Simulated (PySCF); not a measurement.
**Question.** Give a PBE0-D3(BJ)/def2-SVP geometry of `[SiH3]N[C@H]1[C@H]2C=C[C@@H]1C=C2`.

**Answer.** 
```
atom  x, y, z in Å
Si1    3.2208    0.1660    0.3875
N2     1.6603   -0.5468    0.1381
C3     0.4462   -0.0014    0.6410
C4    -0.4759    0.8193   -0.3399
C5    -0.8925   -0.3197   -1.2678
C6    -1.0317   -1.4167   -0.5134
C7    -0.7097   -1.0191    0.9274
C8    -1.7623   -0.0158    1.3839
C9    -1.6227    1.0809    0.6279
H10    4.2425   -0.8276   -0.0578
H11    3.3793    0.4711    1.8423
H12    3.4757    1.4452   -0.3590
H13    1.5184   -1.1373   -0.6777
H14    0.6671    0.5944    1.5414
H15   -0.0311    1.7000   -0.8216
H16   -1.0853   -0.2152   -2.3363
H17   -1.3674   -2.4058   -0.8274
H18   -0.4801   -1.8407    1.6180
H19   -2.4903   -0.1953    2.1756
H20   -2.2083    2.0000    0.6665
```

Any rigid rotation of these coordinates is as good. Atoms count from 1 in this order. The 5-membered ring C3–C4–C9–C8–C7 has internal angles of 91.2° to 107.3°; it is puckered, 0.28 Å rms from its mean plane, widest ring torsion 55°. Si1 (SiH3 silicon) is distorted tetrahedral (angles from 107.0° to 115.5°). The 8 C–C bonds span 1.339 Å (C5=C6, drawn double) to 1.577 Å (C3–C4, drawn single), a spread of 0.238 Å. The 5-membered ring C3–C4–C5–C6–C7 has internal angles of 91.2° to 107.3° (sum 503°, against 540° for a flat polygon); it is puckered, 0.28 Å rms from its mean plane, widest ring torsion 54°.

Bonds between heavy atoms (Å): Si1–N2 1.734, N2–C3 1.423, C3–C4 1.577, C4–C5 1.527, C5=C6 1.339, C6–C7 1.529, C7–C8 1.524, C8=C9 1.339, C3–C7 1.567, C4–C9 1.523.

Level of theory: PySCF, PBE0-D3(BJ)/def2-SVP geometry optimisation, gas phase.

Point group: C1 (no symmetry element, even within 0.4 Å). Stationary, but not proved a minimum. The numbers are those of one conformer (Si1–N2–C3–C4 101°).
